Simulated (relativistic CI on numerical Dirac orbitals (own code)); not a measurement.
Ir⁴⁺: N6,7 absorption edge

Computed with this model: Dirac-Coulomb-Breit CI, separate exchange-only KLI orbitals for each configuration, model QED (radiative potential, 1s self-energy scaled to tabulated hydrogen-like ionisation energies), valence Slater integrals scaled by 0.8, multiplet model of core-to-valence dipole absorption; configurations [Xe] 4f14 5d5 → [Xe] 4f13 5d6; 300 K; Lorentzian 0.18 eV and Gaussian 0.3 eV FWHM. Energies are those of the free ion, without screening or charge transfer. The branching ratio is the share of the lower-energy edge in the whole absorption, uncertain by about 0.02 where the edges overlap. S is read from ⟨S²⟩ = S(S + 1).

Field parameters in Wybourne normalisation: Td as Oh with Dq negative (B⁴₀ = 21Dq, B⁴₄ = √(5/14) B⁴₀). The field is a parameter set, without covalency.

free ion: ground-state S = 2.36, centroid 63.89 eV. Peaks (eV, height): 62.9 (61), 63.4 (100), 65.3 (50), 66.1 (10).

Td, 10Dq = -3800 cm⁻¹: ground-state S = 2.35, centroid 63.88 eV. Peaks (eV, height): 63.4 (100), 65.3 (52), 66.0 (12).

Strongest unbroadened transitions for Td, 10Dq = -3800 cm⁻¹:

| Energy (eV) | Relative strength |
| --- | --- |
| 62.33 | 54.2 |
| 62.72 | 13.2 |
| 62.86 | 17.1 |
| 62.87 | 68.8 |
| 62.88 | 53.2 |
| 63.18 | 13.1 |
| 63.30 | 21.5 |
| 63.36 | 83.0 |
| 63.37 | 100.0 |
| 63.41 | 34.8 |
| 63.42 | 14.6 |
| 63.45 | 20.4 |
| 63.48 | 70.8 |
| 63.70 | 13.7 |
| 65.21 | 28.9 |
| 65.27 | 20.2 |
| 65.30 | 62.3 |
| 65.33 | 13.1 |
